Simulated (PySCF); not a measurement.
Si(Me)(vinyl)(OH)2 (C₃H₈O₂Si), SMILES C=C[Si](C)(O)O. The structure is a stationary point at PBE0-D3(BJ)/def2-SVP. The values are those of a single conformer.

Computed equilibrium geometry at PBE0-D3(BJ)/def2-SVP (PySCF confirms it by a frequency run) as a Z-matrix (one conformer of several):
```
Si
O 1 1.6602
H 2 0.9617 1 115.47
O 1 1.6712 2 106.60 3 60.22
H 4 0.9607 1 117.01 2 173.36
C 1 1.8589 2 106.19 3 -179.12
H 6 1.1007 1 110.55 2 -56.60
H 6 1.1012 7 108.02 1 -120.97
H 6 1.1012 7 108.42 8 -116.52
C 1 1.8692 2 111.26 3 -57.36
C 10 1.3388 1 122.62 2 108.75
H 11 1.0961 10 122.69 1 -179.23
H 11 1.0964 12 116.28 10 -179.65
H 10 1.0989 11 117.95 12 -0.08
```
